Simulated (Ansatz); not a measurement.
Gas-phase electronic energies from Ansatz, PBE0-D4/def2-TZVP geometries. CCSD(T)/CBS is the MP2 limit (def2-TZVPP, def2-QZVPP) plus CCSD(T) − MP2 in def2-TZVPP, frozen cores. This one scheme is used for every species. Functionals use def2-TZVPP. B3LYP here is the variant with VWN-RPA as its local correlation; programs differ in this. For Se outer-core shells are correlated without core-valence functions, which leaves a few kJ/mol of doubt a bond. Scalar relativity is left out up to krypton. One conformer a species, not always the lowest.

Reaction (substitution at a C–Si bond): `O=C(O)[SiH2][SeH]` + CH₃SH → `CSC(=O)O` + `[SiH3][SeH]`

`O=C(O)[SiH2][SeH]`:

Cartesian coordinates in Å:
```
O -1.932 -1.055 -0.230
C -0.897 -0.483 -0.440
O -0.225 -0.599 -1.600
Si -0.020 0.683 0.813
Se 2.032 -0.118 1.365
H -0.727 -1.206 -2.167
H 0.055 2.034 0.206
H -0.821 0.683 2.055
H 2.535 0.060 -0.003
```

CH₃SH:

```xyz
6

C     0.181    0.272   -0.366
S     0.254   -0.629    1.197
H    -0.066   -0.387   -1.197
H     1.180    0.677   -0.530
H    -0.525    1.100   -0.318
H    -1.025   -1.034    1.215
```

`CSC(=O)O`:

```xyz
9

C    -1.261    0.447    0.587
S     0.436    1.025    0.750
C     1.341   -0.060   -0.289
O     2.528    0.031   -0.427
O     0.583   -0.986   -0.901
H    -1.360   -0.579    0.934
H    -1.855    1.103    1.224
H    -1.606    0.532   -0.441
H     1.192   -1.514   -1.436
```

`[SiH3][SeH]`:

Z-matrix (Å, degrees):
```
Si
Se 1 2.279
H 1 1.484 2 111.4
H 1 1.484 2 111.5 3 -122.1
H 1 1.483 2 104.9 3 119.0
H 2 1.469 1 93.0 3 60.4
```

```
             level  ΔE (kcal/mol)  difference from CCSD(T)/CBS
         r2SCAN-D4           -2.5                         -2.6
           PBE0-D4           -1.6                         -1.7
          B3LYP-D4           -0.6                         -0.7
           ωB97X-V           -0.9                         -1.0
               PBE           -1.8                         -1.9
            r2SCAN           -2.6                         -2.7
              PBE0           -1.7                         -1.8
             B3LYP           -0.7                         -0.8
    MP2/def2-TZVPP           -0.8                         -0.9
SCS-MP2/def2-TZVPP           -0.2                         -0.3
   CCSD/def2-TZVPP            0.5                          0.4
CCSD(T)/def2-TZVPP            0.1                          0.0
    MP2/def2-QZVPP           -0.8                         -0.9
SCS-MP2/def2-QZVPP           -0.2                         -0.3
     MP2/CBS(def2)           -0.8                         -0.9
    CCSD/CBS(def2)            0.5                          0.4
       CCSD(T)/CBS            0.1                            0
```

Largest T1 diagnostic among the species: 0.015.
